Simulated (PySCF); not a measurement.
Vertical excitations of a molecule C3H3BrClF from PySCF with TDDFT-PBE/def2-SVPD, as energy in eV (oscillator strength): 4.57 (0.000), 5.72 (0.003), 5.80 (0.020), 5.87 (0.220), 5.88 (0.000), 5.98 (0.014), 6.51 (0.001), 6.75 (0.004), 6.88 (0.003), 6.88 (0.000). Lowest triplet (TDA): 3.95 eV. Coordinates come from a B3LYP-D3(BJ)/def2-SVP optimisation. One conformer was computed; it need not be the lowest.

Which molecule gave these data?
A) F[C@H]1C[C@]1(Cl)Br
B) C/C(Cl)=C(\F)Br
C) C/C(F)=C(\Cl)Br
D) C/C(Br)=C(\F)Cl

D, C/C(Br)=C(\F)Cl
